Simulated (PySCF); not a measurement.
Compound: C3H11Si2 (doublet state).
Geometry (GFN2-xTB, Å), atoms numbered from 1 in this order:
```
atom  x, y, z in Å
C1    -2.2674   -0.1064    0.3856
C2    -0.9299    0.0650   -0.2282
C3     0.3068    0.0353    0.5469
Si4    1.2705   -1.5580    0.0903
Si5    1.2676    1.6558    0.2102
H6    -3.0355    0.4165   -0.1848
H7    -2.5594   -1.1646    0.4216
H8    -2.2747    0.2660    1.4106
H9    -0.8651    0.0964   -1.3032
H10    0.0700   -0.0057    1.6138
H11    1.5867   -1.5323   -1.3381
H12    0.4087   -2.7030    0.3919
H13    2.5078   -1.6581    0.8674
H14    2.5353    1.6620    0.9448
H15    1.5358    1.7638   -1.2240
H16    0.4352    2.7764    0.6512
```

The hyperfine couplings belong to this conformer and change with its torsions.

The species is `[CH](C([SiH3])[SiH3])C` [radical].

Computed, not measured: PySCF, UKS B3LYP, pcH-1 on C H Si, non-relativistic, mean-field spin-orbit, GIAO. One conformer (not necessarily the lowest) at the GFN2-xTB geometry, without solvent, vibrations or thermal averaging. Couplings are sensitive to structure, and on GFN2-xTB geometries they can be far from those on DFT ones. The SCF solution wasn't tested for stability.

Problem. What is the g tensor, term by term?

Solution. 
```json
{"Δg (ppm)": "relativistic mass correction", "1": "-149", "2": "-149", "3": "-149"}
{"Δg (ppm)": "gauge correction", "1": "-5", "2": "31", "3": "-1"}
{"Δg (ppm)": "orbital Zeeman/spin–orbit", "1": "-5", "2": "369", "3": "917"}
{"Δg (ppm)": "total", "1": "-159", "2": "251", "3": "767"}
```

So g = 2.00216, 2.00257, 2.00309 and g_iso = 2.00261; the tensor is rhombic: the two nearest values differ by 44 % of g3 − g1. Axes: g2 points within 2° of the C2–C3 bond.

Problem. At 9.415 GHz, how far is the centre of the isotropic spectrum from where a free electron (g = 2.002319) resonates?

Solution. B = hν/(g μB) with μB/h = 13.99624 MHz/mT gives 335.95 mT for the free electron and 335.90 mT at g_iso, 0.05 mT lower.

Problem. What effective moment and Curie constant follow for a powder?

Solution. With the mean of g² = 4.0104 and S(S+1) = 0.75: μ_eff = √(⟨g²⟩S(S+1)) = 1.734 μB and χT = 0.12505·⟨g²⟩·S(S+1) = 0.376 cm³ K/mol (cgs; spin-Hamiltonian part alone).

Problem. In a frozen sample, at which fields do the three g values resonate at 9.5, 34, 94 and 263 GHz (hyperfine left aside), and which band first spreads them over more than twice a line width of 0.3 mT?

Solution. 
| band | GHz | B(g3) mT | B(g2) mT | B(g1) mT | spread mT |
| --- | --- | --- | --- | --- | --- |
| X | 9.5 | 338.85 | 338.94 | 339.01 | 0.16 |
| Q | 34.0 | 1212.74 | 1213.05 | 1213.30 | 0.56 |
| W | 94.0 | 3352.87 | 3353.73 | 3354.42 | 1.55 |
| J | 263.0 | 9380.90 | 9383.32 | 9385.24 | 4.34 |

The spread grows in proportion to the frequency. W band is the first where it exceeds 0.6 mT.

The Mulliken spin populations are largest on C2 (+0.95) and C1 (-0.08). C2 is the only atom above +0.15. The positive populations add up to 1.18 and the negative ones to -0.18, together 2S = 1. The angles at C2 add up to 359.6°, so it is planar; its axial dipolar tensor and the negative coupling of its proton fit spin in a p orbital normal to that plane.

The HOMO–LUMO gaps are 5.05 eV among the α and 7.19 eV among the β orbitals.
